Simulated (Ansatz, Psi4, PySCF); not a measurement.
Species: cyanosilylidyne, CNSi (charge 0, doublet). SMILES: N#C[Si]
Geometry: optimised at B3LYP-D3(BJ)/def2-TZVP (Ansatz, a first-principles code).

Quantity: atomisation energy, in kcal/mol. Set-up: atomisation electronic, to ground-state atoms; dispersion terms only where a functional's name holds one; valence correlation only; 6-31G* and kin with 6d, 5d where marked; 6-311+G** with 5d, 6d on Na to Ar in Ansatz; LANL2DZ with its own core potentials from Na on; no spin-orbit coupling; non-relativistic; UHF or UKS for open shells. First-principles rows: single points at B3LYP-D3(BJ) geometries (Ansatz). A UHF reference is markedly spin-contaminated in at least one set, which strains HF and MP2.

| level | program | atomisation energy (kcal/mol) |
|---|---|---|
| HF/3-21G | Ansatz | 140.9 |
| HF/LANL2DZ | Ansatz | 131.4 |
| BLYP/6-31G* | Ansatz | 293.5 |
| B3LYP/6-31G | Ansatz | 259.8 |
| B3LYP/6-31G* | Ansatz | 284.2 |
| B3LYP/6-31+G* | Ansatz | 282.5 |
| B3LYP/cc-pVDZ | Ansatz | 281.0 |
| M06-2X/6-311+G** | PySCF | 285.9 |
| wB97X-D/6-311+G** | Psi4 | 282.6 |
| MP2/STO-3G | Ansatz | 252.7 |
| MP2/LANL2DZ | Ansatz | 224.3 |
| MP2/6-311+G** | Ansatz | 270.3 |
| B3PW91/6-31G* (5d) | PySCF | 283.3 |
| B3LYP/def2-TZVPD | Ansatz | 289.7 |

No value to compare with is used here. The 13 habitual levels span 131.4 (HF/LANL2DZ) to 293.5 kcal/mol (BLYP/6-31G*); B3LYP/def2-TZVPD gives 289.7.

The levels are drawn from those run, B3LYP/6-31G* more often than the rest, none by its result; left out are runs that failed, that the program found above a lower state of the same kind, or whose <S^2> lies over 0.5 above the pure value.
